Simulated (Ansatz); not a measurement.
A geometry relaxed with PBE-D3(BJ)/def2-SVP (Ansatz, a quantum-chemistry and plane-wave program), charge 0, multiplicity 1:

```xyz
24

C      1.0108     0.1396    -0.0516
H      2.2271     0.7376     1.7014
H      1.1522     0.1663    -1.1572
C     -1.7180    -1.0864     0.0631
H     -1.9139    -1.1489     1.1575
C      2.2418     0.7137     0.5943
H     -2.6189    -1.5000    -0.4353
H     -0.3491    -1.9605    -1.3758
H     -0.6149    -2.9727     0.0631
H     -0.0957     2.0261    -0.0583
H      3.3737     1.1814    -1.1556
H     -1.4311     0.4416    -1.4438
C     -1.5368     0.3958    -0.3069
C      3.3202     1.1865    -0.0535
C     -0.4764    -1.9225    -0.2700
B     -2.7886     1.3056    -0.3841
H      0.7089    -1.3823     1.4702
C     -0.2418     0.9806     0.2822
H     -3.8922     0.8193    -0.5684
H     -2.6693     2.5197    -0.3949
C      0.7904    -1.3321     0.3600
H     -0.3494     1.0287     1.3901
H      1.6830    -1.9321     0.0861
H      4.1880     1.5949     0.4875
```

Write the SMILES of this molecule.

`B[C@@H]1CCC[C@H](C=C)C1`
